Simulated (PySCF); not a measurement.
F₃GeHO.

```xyz
6

O      0.1849     1.7296     0.0000
Ge     0.0095     0.0090     0.0000
F     -0.8431    -0.5633    -1.3662
F      1.5607    -0.6882     0.0000
F     -0.8431    -0.5633     1.3662
H     -0.6537     2.2072     0.0000
```
Charge 0, spin multiplicity 1.

The structure is a stationary point at PBE0-D3(BJ)/def2-SVP. One conformer was computed; it need not be the lowest.

Method: PySCF with PBE/pcSseg-1. Non-relativistic, no solvent.

Computed absolute GIAO shielding of each atom: isotropic value and principal components (ppm):
| atom | σ(iso) | σ11 | σ22 | σ33 | span |
|---|---|---|---|---|---|
| O1 | 276.6 | 245.5 | 261.9 | 322.3 | 76.9 |
| Ge2 | 1355.4 | 1319.9 | 1320.3 | 1426.0 | 106.1 |
| F3 | 303.0 | 242.9 | 256.7 | 409.5 | 166.6 |
| F4 | 323.1 | 271.0 | 279.5 | 418.9 | 147.9 |
| F5 | 303.0 | 242.9 | 256.7 | 409.5 | 166.6 |
| H6 | 29.0 | 20.6 | 23.4 | 43.2 | 22.6 |
